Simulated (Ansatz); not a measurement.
Start from `N=C[CH2][GaH][NH2]` and change one atom or group to get `N=CC[SiH2][SiH3]`.

Ansatz, PBE0-D4/def2-TZVP geometries, multiplicity 1. Each molecule was computed in one conformer, which needn't be the lowest.

Scalar relativity is left out up to krypton.

```json
{"property": "HOMO energy (PBE0/def2-TZVPP) / eV", "`N=C[CH2][GaH][NH2]`": "-7.29"}
{"property": "HOMO–LUMO gap (B3LYP/def2-TZVPP) / eV", "`N=C[CH2][GaH][NH2]`": "6.06"}
{"property": "LUMO energy (PBE/def2-TZVPP) / eV", "`N=C[CH2][GaH][NH2]`": "-1.55"}
{"property": "HOMO energy (B3LYP/def2-TZVPP) / eV", "`N=C[CH2][GaH][NH2]`": "-7.05"}
{"property": "size of the dipole moment (ωB97M-V/def2-TZVPP) / D", "`N=C[CH2][GaH][NH2]`": "3.34"}
{"property": "size of the dipole moment (PBE/def2-TZVPP) / D", "`N=C[CH2][GaH][NH2]`": "3.37"}
```

Q: Give the same properties after the change, and the shifts. (Best estimate.)

A: The calculation gave: 
| property | `N=CC[SiH2][SiH3]` | shift |
| --- | --- | --- |
| HOMO energy (PBE0/def2-TZVPP) / eV | -7.61 | -0.32 |
| HOMO–LUMO gap (B3LYP/def2-TZVPP) / eV | 6.68 | 0.62 |
| LUMO energy (PBE/def2-TZVPP) / eV | -1.50 | 0.05 |
| HOMO energy (B3LYP/def2-TZVPP) / eV | -7.38 | -0.33 |
| size of the dipole moment (ωB97M-V/def2-TZVPP) / D | 2.38 | -0.96 |
| size of the dipole moment (PBE/def2-TZVPP) / D | 2.28 | -1.09 |

With PBE0 the HOMO falls by 0.32 eV and the LUMO rises by 0.26 eV, so the gap widens by about 0.58 eV. PBE moves the HOMO by -0.30 eV and ωB97M-V by -0.40 eV. Dipoles are sizes alone; their direction can turn.

B3LYP here is the variant with VWN-RPA as its local correlation; programs differ in this.
